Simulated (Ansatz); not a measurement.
C2H9ClSi2 can be A, `C[SiH2][SiH](C)Cl`, or B, `C[Si](C)([SiH3])Cl`.

Calculated with Ansatz (gas phase, PBE0-D4/def2-TZVP geometries, no zero-point term in ΔE). CBS: MP2 limit from def2 TZ/QZ plus the TZ coupled-cluster correction, frozen cores. DFT in def2-TZVPP. B3LYP here is the variant with VWN-RPA as its local correlation; programs differ in this. One conformer a species, not always the lowest.

A:

```xyz
14

C    -0.502    0.906    2.322
Si   -0.475   -0.450    1.029
Si    0.244    0.377   -1.040
C     0.531   -0.940   -2.328
Cl    2.039    1.367   -0.692
H     0.487    1.358    2.416
H    -0.795    0.510    3.296
H    -1.209    1.691    2.044
H    -1.832   -1.049    0.861
H     0.451   -1.546    1.433
H    -0.694    1.407   -1.565
H    -0.408   -1.453   -2.553
H     1.251   -1.679   -1.972
H     0.913   -0.499   -3.251
```

B:

```xyz
14

C     1.584    0.661    0.740
Si    0.301   -0.229   -0.280
C    -0.355   -1.730    0.611
Si   -1.422    1.205   -0.964
Cl    1.225   -0.885   -2.025
H     2.000    1.510    0.195
H     2.403   -0.017    0.995
H     1.141    1.031    1.668
H     0.463   -2.409    0.867
H    -1.071   -2.274   -0.008
H    -0.857   -1.432    1.536
H    -2.172    1.721    0.217
H    -2.376    0.481   -1.846
H    -0.863    2.366   -1.707
```

(1) Which isomer does CCSD(T)/CBS put lower? Give the gap. (An estimate is asked.)

(2) Give E(B) − E(A) in kJ/mol with MP2/def2-TZVPP, ωB97M-V, PBE-D4, PBE0-D4, CCSD(T)/def2-TZVPP, CCSD/def2-TZVPP, B3LYP-D4. (Estimate.)

Largest T1 diagnostic: 0.010.

## Answers

(1) The calculation gave: B, by 8.8 kJ/mol.

(2) Computed: MP2/def2-TZVPP -9.9, ωB97M-V -9.3, PBE-D4 -8.7, PBE0-D4 -8.7, CCSD(T)/def2-TZVPP -9.4, CCSD/def2-TZVPP -8.8, B3LYP-D4 -9.0. None reverses the order clearly.

In def2-TZVPP, CCSD(T) changes the Hartree–Fock value by −3.6 kJ/mol (the triples alone add −0.6 kJ/mol) and MP2 by −4.1 kJ/mol.
